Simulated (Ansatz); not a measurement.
`C/C([SiH3])=C\N` and `CC(C)=CN` differ in one atom or group.

Ansatz, PBE0-D4/def2-TZVP geometries, multiplicity 1. Each molecule was computed in one conformer, which needn't be the lowest.

```json
{"property": "HOMO–LUMO gap (PBE0/def2-TZVPP) / eV", "`C/C([SiH3])=C\\N`": "6.60"}
{"property": "HOMO–LUMO gap (B3LYP/def2-TZVPP) / eV", "`C/C([SiH3])=C\\N`": "6.15"}
{"property": "LUMO energy (PBE/def2-TZVPP) / eV", "`C/C([SiH3])=C\\N`": "-0.36"}
{"property": "size of the dipole moment (ωB97M-V/def2-TZVPP) / D", "`C/C([SiH3])=C\\N`": "2.84"}
{"property": "size of the dipole moment (PBE/def2-TZVPP) / D", "`C/C([SiH3])=C\\N`": "2.98"}
{"property": "HOMO energy (ωB97M-V/def2-TZVPP) / eV", "`C/C([SiH3])=C\\N`": "-8.15"}
```

Task: Give the same properties after the change, and the shifts. (Best estimate.)

Result: The calculation gave: 
| property | `CC(C)=CN` | shift |
| --- | --- | --- |
| HOMO–LUMO gap (PBE0/def2-TZVPP) / eV | 6.60 | 0.00 |
| HOMO–LUMO gap (B3LYP/def2-TZVPP) / eV | 6.06 | -0.09 |
| LUMO energy (PBE/def2-TZVPP) / eV | 0.24 | 0.60 |
| size of the dipole moment (ωB97M-V/def2-TZVPP) / D | 1.18 | -1.66 |
| size of the dipole moment (PBE/def2-TZVPP) / D | 1.23 | -1.75 |
| HOMO energy (ωB97M-V/def2-TZVPP) / eV | -7.71 | 0.44 |

Dipoles are sizes alone; their direction can turn.

B3LYP here is the variant with VWN-RPA as its local correlation; programs differ in this.
